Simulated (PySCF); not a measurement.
SbMe2(SMe), C3H9SSb.
Geometry (PBE0-D3(BJ)/def2-SVP, Å), atoms numbered from 1 in this order:
```
atom  x, y, z in Å
Sb1    0.434    0.503    0.730
C2     2.155    0.400   -0.582
H3     2.780   -0.457   -0.294
H4     2.742    1.326   -0.491
H5     1.824    0.276   -1.622
C6    -0.582    1.996   -0.474
H7    -1.613    2.113   -0.114
H8    -0.599    1.672   -1.524
H9    -0.059    2.960   -0.390
S10   -0.642   -1.422   -0.331
C11   -1.478   -2.212    1.078
H12   -0.772   -2.485    1.876
H13   -1.933   -3.133    0.687
H14   -2.277   -1.582    1.493
```

The calculation used PBE0-D3(BJ)/def2-SVP geometry optimisation, gas phase, def2 core potentials past Kr (PySCF).

Masses are those of the commonest isotopes; rigid-rotor values at the optimised geometry. The values belong to one conformer.

What are A, B and C (MHz)?

Ia = 154.72, Ib = 369.86, Ic = 388.38 u·Å²; 505379 MHz·u·Å²/I gives A = 3266, B = 1366, C = 1301 MHz.

Classify the top.

A near-prolate asymmetric top. Ray's parameter κ = (2B − A − C)/(A − C) = -0.934; −1 is the prolate and +1 the oblate limit.

Is it planar, by Δ = Ic − Ia − Ib?

Not planar: Δ = Ic − Ia − Ib = -136.19 u·Å². For a rigid frame Δ = −2 Σ m c², so Σ m c² = 68.10 u·Å² lies off the ab plane: 12.92 from hydrogen and 55.18 from heavier atoms. The atom farthest from that plane is 2.23 Å away.

Give the other two planar moments, Paa and Pbb, and the rms extents of the mass along the axes.

Paa = Σ m a² = (Ib + Ic − Ia)/2 = 301.76 and Pbb = Σ m b² = (Ia + Ic − Ib)/2 = 86.62 u·Å². With the mass M = 197.95 u, the rms extents √(P/M) along a, b and c are 1.23, 0.66, 0.59 Å.

Which lines would a microwave search look for?

The dipole components are |μa| = 0.86 D, |μb| = 0.57 D, |μc| = 0.92 D. The squared components, which scale the intensities, stand as 0.87 : 0.38 : 1.00 (a : b : c). Some lines, for components of 0.1 D or more:

```
type  branch         J(Ka,Kc)    MHz  lower level (cm⁻¹)
   c       Q  2(1,2) ← 2(0,2)   1837               0.267
   c       Q  1(1,1) ← 1(0,1)   1900               0.089
   b       Q  1(1,0) ← 1(0,1)   1965               0.089
   b       Q  2(1,1) ← 2(0,2)   2032               0.267
   a       R  1(0,1) ← 0(0,0)   2668               0.000
   b       R  2(0,2) ← 1(1,1)   3434               0.152
   b       R  1(1,1) ← 0(0,0)   4568               0.000
   c       R  1(1,0) ← 0(0,0)   4633               0.000
   a       R  2(1,2) ← 1(1,1)   5270               0.152
   a       R  2(0,2) ← 1(0,1)   5334               0.089
   a       R  2(1,1) ← 1(1,0)   5400               0.155
   c       Q  2(2,1) ← 2(1,1)   5700               0.335
   b       Q  2(2,0) ← 2(1,1)   5702               0.335
   b       Q  2(2,1) ← 2(1,2)   5896               0.328
   b       R  2(1,2) ← 1(0,1)   7170               0.089
   c       R  2(1,1) ← 1(0,1)   7366               0.089
   b       R  2(2,1) ← 1(1,0)  11101               0.155
   c       R  2(2,0) ← 1(1,0)  11102               0.155
   c       R  2(2,1) ← 1(1,1)  11166               0.152
   b       R  2(2,0) ← 1(1,1)  11167               0.152
```

Estimate the classical rotational partition function at 25 K, 100 K and 500 K.

Point group C1, symmetry number σ = 1; q = (√π/σ)·√((kT/h)³/(ABC)), k/h = 20836.6 MHz/K: 8740 at 25 K, 70000 at 100 K, 782000 at 500 K.

Whether it is a minimum is left open (no frequencies). Zero-point vibration and centrifugal distortion are left out. A rigid rotor knows nothing of internal rotation, which can split or shift real lines.

On Arm Neoverse V2, one thread, shared host with 192 logical CPUs at a one-minute load of 63, this took 77 s wall and 0.48 GiB of memory at its peak. That covers the optimisation of the geometry.
